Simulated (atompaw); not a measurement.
# Scattering properties, PAW (atompaw) potential for dysprosium

Dy, PAW, made with atompaw 4.2.0.5 (PBE, scalar-relativistic). Core [Kr] 4d10, reference 4f10 5s2 5p6 5d1 6s1 6p0. Waves: 5s (bound): rc 2.35 bohr; 6s (bound): rc 3.00 bohr; 5p (bound): rc 2.25 bohr; 6p (bound, empty): rc 3.00 bohr; 5d (bound): rc 3.00 bohr; 5d channel at 0.3 Ry: rc 3.00 bohr; 4f (bound): rc 1.10 bohr; 4f channel at 0.35 Ry: rc 1.10 bohr. Local part: bessel scheme, radius 2.45 bohr. Core correction: smooth core density matched at 2.65 bohr. Augmentation charge: gaussian compensation charge, radius 2.30 bohr; PAW radius 3.00 bohr; waves and projectors: custom rrkj vanderbiltortho.

The phase is arctan(r·u′/u) with u = r·R(r), unwrapped; energies in Ry, scanned from -6 to 5 Ry. A pole is an energy at which the radial function vanishes at the test radius. The pseudo phase is shifted by a multiple of π to meet the all-electron one at the reference energy, and phase errors are pseudo minus all-electron; the curves can meet again beyond the range given. Levels narrower than the energy grid can be missing from the lists of poles.

Task: For each channel, where are the poles, and over which energies does the pseudopotential scatter like the atom?

Result:

```json
{"channel": "s", "radius (bohr)": "3.00", "reference energy (Ry)": "-0.26", "poles, all-electron": "-3.50, 2.16", "poles, pseudo": "-3.50, 2.01", "unbroken range about the reference energy with phases within 0.05 rad": "below 3.2", "phase error 1 Ry above the reference energy (rad)": "-0.009"}
{"channel": "p", "radius (bohr)": "3.00", "reference energy (Ry)": "-0.08", "poles, all-electron": "-1.69, 3.45", "poles, pseudo": "-1.69, 4.36", "unbroken range about the reference energy with phases within 0.05 rad": "below 0.8", "phase error 1 Ry above the reference energy (rad)": "+0.068"}
{"channel": "d", "radius (bohr)": "3.00", "reference energy (Ry)": "-0.07", "poles, all-electron": "0.70", "poles, pseudo": "0.70", "unbroken range about the reference energy with phases within 0.05 rad": "below 2.1", "phase error 1 Ry above the reference energy (rad)": "+0.001"}
{"channel": "f", "radius (bohr)": "3.00", "reference energy (Ry)": "-0.18", "poles, all-electron": "-0.15, 3.39", "poles, pseudo": "-0.15, 3.47", "unbroken range about the reference energy with phases within 0.05 rad": "below 4.7", "phase error 1 Ry above the reference energy (rad)": "+0.000"}
```

Phases in the f channel:

```json
{"E (Ry)": "-6.00", "all-electron": "1.442", "pseudo": "1.442"}
{"E (Ry)": "-5.52", "all-electron": "1.437", "pseudo": "1.437"}
{"E (Ry)": "-5.04", "all-electron": "1.432", "pseudo": "1.432"}
{"E (Ry)": "-4.56", "all-electron": "1.426", "pseudo": "1.426"}
{"E (Ry)": "-4.08", "all-electron": "1.419", "pseudo": "1.419"}
{"E (Ry)": "-3.60", "all-electron": "1.410", "pseudo": "1.410"}
{"E (Ry)": "-3.12", "all-electron": "1.401", "pseudo": "1.401"}
{"E (Ry)": "-2.64", "all-electron": "1.389", "pseudo": "1.389"}
{"E (Ry)": "-2.16", "all-electron": "1.375", "pseudo": "1.375"}
{"E (Ry)": "-1.68", "all-electron": "1.356", "pseudo": "1.356"}
{"E (Ry)": "-1.20", "all-electron": "1.331", "pseudo": "1.331"}
{"E (Ry)": "-0.72", "all-electron": "1.290", "pseudo": "1.290"}
{"E (Ry)": "-0.24", "all-electron": "1.008", "pseudo": "1.008"}
{"E (Ry)": "0.24", "all-electron": "-1.911", "pseudo": "-1.911"}
{"E (Ry)": "0.72", "all-electron": "-2.064", "pseudo": "-2.064"}
{"E (Ry)": "1.20", "all-electron": "-2.446", "pseudo": "-2.445"}
{"E (Ry)": "1.68", "all-electron": "-3.607", "pseudo": "-3.595"}
{"E (Ry)": "2.16", "all-electron": "-4.337", "pseudo": "-4.329"}
{"E (Ry)": "2.64", "all-electron": "-4.562", "pseudo": "-4.554"}
{"E (Ry)": "3.12", "all-electron": "-4.669", "pseudo": "-4.660"}
{"E (Ry)": "3.60", "all-electron": "-4.742", "pseudo": "-4.729"}
{"E (Ry)": "4.08", "all-electron": "-4.806", "pseudo": "-4.787"}
{"E (Ry)": "4.56", "all-electron": "-4.885", "pseudo": "-4.847"}
```
